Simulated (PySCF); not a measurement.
Partial charges of Si(vinyl)3(NHEt)

Species: Si(vinyl)3(NHEt), C₈H₁₅NSi.
Cartesian coordinates in Å at the PBE0-D3(BJ)/def2-SVP level; atoms count from 1:
```xyz
25
C8H15NSi angstrom
Si     0.063    0.596   -0.107
C     -0.069    0.637    1.766
C     -0.803    1.520    2.455
H      0.453   -0.142    2.339
H     -1.362    2.321    1.957
H     -0.891    1.486    3.547
C      1.873    0.466   -0.571
C      2.885    0.576    0.298
H      2.115    0.323   -1.634
H      2.711    0.731    1.369
H      3.934    0.525   -0.015
C     -0.713    2.150   -0.807
C     -1.468    2.153   -1.912
H     -0.519    3.110   -0.311
H     -1.678    1.223   -2.454
H     -1.900    3.071   -2.327
N     -0.746   -0.750   -0.856
C     -0.214   -2.093   -0.948
C     -0.515   -2.981    0.252
H     -1.762   -0.730   -0.820
H     -0.593   -2.579   -1.866
H      0.878   -2.019   -1.081
H     -0.078   -2.563    1.172
H     -0.111   -3.996    0.111
H     -1.601   -3.071    0.414
```

Density: PBE0/pcSseg-1 (PySCF); schemes: Mulliken, IAO, Hirshfeld and ESP-fitted. The structure is a single PBE0-D3(BJ)/def2-SVP conformer in the gas phase; no vibrational or solvent corrections.

Question: Tabulate the Mulliken, IAO, Hirshfeld and ESP-fitted charges.

Answer: In e; atoms taken as equivalent share a row and are averaged (×n: the atom named and its like, n in all):

| atom | environment | Mulliken | IAO | Hirshfeld | ESP-fitted |
| --- | --- | --- | --- | --- | --- |
| Si1 | silicon bonded to 3 C and N | +1.283 | +1.147 | +0.398 | +0.694 |
| C2/C7/C12 | carbon bonded to C, Si and H | -0.528 | -0.440 | -0.142 | -0.329 |
| C3/C8/C13 | carbon bonded to C and 2 H | -0.172 | -0.270 | -0.084 | -0.310 |
| H4/H9/H14 | hydrogen on C2 | +0.131 | +0.146 | +0.040 | +0.172 |
| H5/H10/H15 | hydrogen on C3 | +0.121 | +0.141 | +0.040 | +0.147 |
| H6 | hydrogen on C3 | +0.119 | +0.142 | +0.044 | +0.165 |
| H11 | hydrogen on C8 | +0.122 | +0.144 | +0.046 | +0.153 |
| H16 | hydrogen on C13 | +0.120 | +0.143 | +0.045 | +0.150 |
| N17 | nitrogen bonded to C, Si and H | -0.692 | -0.670 | -0.236 | -0.803 |
| C18 | carbon bonded to C, N and 2 H | -0.073 | -0.129 | -0.021 | +0.312 |
| C19 | carbon bonded to C and 3 H | -0.297 | -0.420 | -0.123 | -0.305 |
| H20 | hydrogen on N17 | +0.195 | +0.248 | +0.108 | +0.375 |
| H21/H22 | hydrogen on C18 | +0.117 | +0.131 | +0.034 | +0.001 |
| H23/H24/H25 | hydrogen on C19 | +0.110 | +0.133 | +0.037 | +0.072 |

Mean size of the charges over all atoms: IAO 0.268 e, Mulliken 0.253 e, ESP-fitted 0.242 e, Hirshfeld 0.085 e. Each set sums to the total charge, 0, to within 0.001 e. The ESP scheme is a least-squares fit of atom-centred charges to the potential on four shells outside the van der Waals surface, with the total charge fixed. The Hirshfeld scheme weights the molecular density at each point by an atom's share of the summed free-atom densities.

Some averages cover members that differ in this geometry: C3/C8/C13, ESP-fitted -0.361 to -0.263; C2/C7/C12, ESP-fitted -0.380 to -0.296; H5/H10/H15, ESP-fitted +0.129 to +0.169 e.

Lowest charge. All schemes agree: Mulliken N17 (-0.692); IAO N17 (-0.670); Hirshfeld N17 (-0.236); ESP-fitted N17 (-0.803).

Highest charge. All schemes agree: Mulliken Si1 (+1.283); IAO Si1 (+1.147); Hirshfeld Si1 (+0.398); ESP-fitted Si1 (+0.694).

Question: How closely do the schemes follow one another over all atoms?

Answer: Correlation coefficient and root-mean-square difference: IAO with Hirshfeld 1.00, 0.235 e; Mulliken with Hirshfeld 0.99, 0.252 e; Mulliken with IAO 0.99, 0.062 e; Hirshfeld with ESP-fitted 0.92, 0.202 e; IAO with ESP-fitted 0.91, 0.148 e; Mulliken with ESP-fitted 0.88, 0.176 e.

Question: How many electrons does the Mulliken scheme count on C13?

Answer: Its own charge is -0.173 e, so Z − q = 6.173.

Question: Sum the charges by element, for elements with more than one atom.

Answer: 
| element | atoms | Mulliken | IAO | Hirshfeld | ESP-fitted |
| --- | --- | --- | --- | --- | --- |
| C | 8 | -2.469 | -2.677 | -0.824 | -1.909 |
| H | 15 | +1.878 | +2.200 | +0.662 | +2.018 |
